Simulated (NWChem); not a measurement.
Atomisation of selenium dioxide (O₂Se)

```xyz
3

O      1.3523     0.0000     0.5852
Se     0.0000     0.0000    -0.2754
O     -1.3523     0.0000     0.5852
```
Charge 0, spin multiplicity 1.

Program: NWChem. All single points use one geometry, from PBE0/def2-SVP, a minimum by its harmonic frequencies.

Basis set: def2-TZVP. The atomisation energy is electronic alone: no zero-point, thermal, spin-orbit or counterpoise terms. No value is extrapolated to the basis-set limit. Free atoms are single determinants with multiplicities O 3, Se 3.

The Hamiltonian is non-relativistic. B3LYP has NWChem's definition, with VWN1-RPA local correlation. The stability of the SCF solutions was not checked. Open-shell Hartree-Fock references start from PBE0 orbitals.

### Question
For the atomisation energy, HF gives 44.4 kcal/mol and B3LYP gives 199.3 kcal/mol. What do PBE0, BHandHLYP, PBE give?

### Answer
PBE0: 198.3 kcal/mol; BHandHLYP: 160.1 kcal/mol; PBE: 231.3 kcal/mol.
